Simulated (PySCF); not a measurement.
A GIAO shielding run with PySCF 2.14 (density fitting, non-relativistic, gas phase) on `FC(F)[C@H]([SiH3])C[SiH2]C[SiH3]`, C4H14F2Si3:

```
$ OMP_NUM_THREADS=1 python probes_run.py task.json out

{"job": {"kind": "nmr", "xc": "PBE0", "basis": "pcSseg-1"}, "charge": 0, "multiplicity": 1}
F     -2.665900    -0.520796    -1.983656
C     -1.692296     0.209499    -1.371369
F     -0.574383    -0.005041    -2.118389
C     -1.511410    -0.203987     0.065963
Si    -3.232889    -0.438127     0.872061
C     -0.671154     0.825264     0.822199
Si     1.129354     1.047028     0.211432
C      1.941213    -0.653795     0.010581
Si     3.825993    -0.612473    -0.203036
H     -1.960797     1.270273    -1.485006
H     -0.982424    -1.162164     0.057327
H     -3.923714    -1.575776     0.277002
H     -3.989081     0.799646     0.676474
H     -2.989665    -0.658457     2.298336
H     -1.184640     1.788648     0.799059
H     -0.639274     0.525870     1.871316
H      1.801892     1.831405     1.256930
H      1.156541     1.812344    -1.036929
H      1.700428    -1.275336     0.874766
H      1.506095    -1.150519    -0.856405
H      4.326185    -1.978522    -0.395103
H      4.182625     0.203751    -1.362708
H      4.442548    -0.051750     1.002172
```

Hardware: 1 thread of an Arm Neoverse N1, shared host. The job also computes population analyses, field gradients.

Q: How large is the calculation?

A: 98 electrons, 244 basis functions and 1337 auxiliary functions.

Q: How long does it take, and how much memory does it need?

A: 2.2 min of wall time, with 14 SCF cycles and 4 response iterations; peak memory 1.1 GiB. Times on a shared host scatter by some tens of per cent.
